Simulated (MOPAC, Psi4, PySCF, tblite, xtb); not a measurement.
Dimer BF3 ··· Li+ (SMILES FB(F)F and [Li+]) (charge +1) at R = 3.08 Å between the centres of mass, closest contact 1.77 Å (lowest of the rigid-body minima from ten starts at GFN2-xTB). Geometry in Å and degrees:

```
B
F 1 1.3156
F 1 1.3157 2 119.95
F 1 1.3157 2 120.02 3 179.98
Li 3 1.7658 2 148.85 1 -178.88
```

GFN2-xTB (tblite); SAPT0/jun-cc-pVDZ, all electrons correlated (Psi4); PBE0/def2-TZVP, counterpoise-corrected (Psi4); PBE0-D3(BJ)/def2-TZVP, counterpoise-corrected (Psi4); PBE/def2-TZVP, counterpoise-corrected (Psi4); PBE-D3(BJ)/def2-TZVP, counterpoise-corrected (Psi4); wB97X-V/def2-TZVP, counterpoise-corrected (Psi4); HF/aug-cc-pVTZ, counterpoise-corrected (Psi4); MP2/aug-cc-pVTZ = DF-MP2/aug-cc-pVTZ, all electrons correlated, counterpoise-corrected (Psi4); SCS-MP2/aug-cc-pVTZ = DF-SCS-MP2/aug-cc-pVTZ, all electrons correlated, counterpoise-corrected in Psi4; PM6, restricted, heats of formation (MOPAC); PM3, restricted, heats of formation (MOPAC); GFN1-xTB (xtb); RKS-B3LYP/6-31G* = restricted B3LYP/6-31G*, spherical d, no counterpoise correction (PySCF 2.14.0); RHF/3-21G = restricted Hartree-Fock/3-21G, no counterpoise correction in PySCF; RKS-M06-2X/6-31G* = restricted M06-2X/6-31G*, spherical d, no counterpoise correction (PySCF); RKS-BP86/6-31G* = restricted BP86/6-31G*, spherical d, no counterpoise correction run with PySCF 2.14.0.

**Question.** What interaction energy does each level give?

**Answer.** 
```tsv
method	E_int / kJ/mol
RHF/3-21G	-108.19
GFN1-xTB	-103.63
GFN2-xTB	-96.48
RKS-B3LYP/6-31G*	-77.58
RKS-M06-2X/6-31G*	-70.37
RKS-BP86/6-31G*	-68.18
PBE0-D3(BJ)/def2-TZVP	-55.47
PBE-D3(BJ)/def2-TZVP	-55.28
HF/aug-cc-pVTZ	-54.21
PBE0/def2-TZVP	-53.50
PBE/def2-TZVP	-53.22
wB97X-V/def2-TZVP	-52.22
SCS-MP2/aug-cc-pVTZ	-50.32
MP2/aug-cc-pVTZ	-50.16
SAPT0/jun-cc-pVDZ	-49.96
PM6	-33.32
PM3	21.56
```
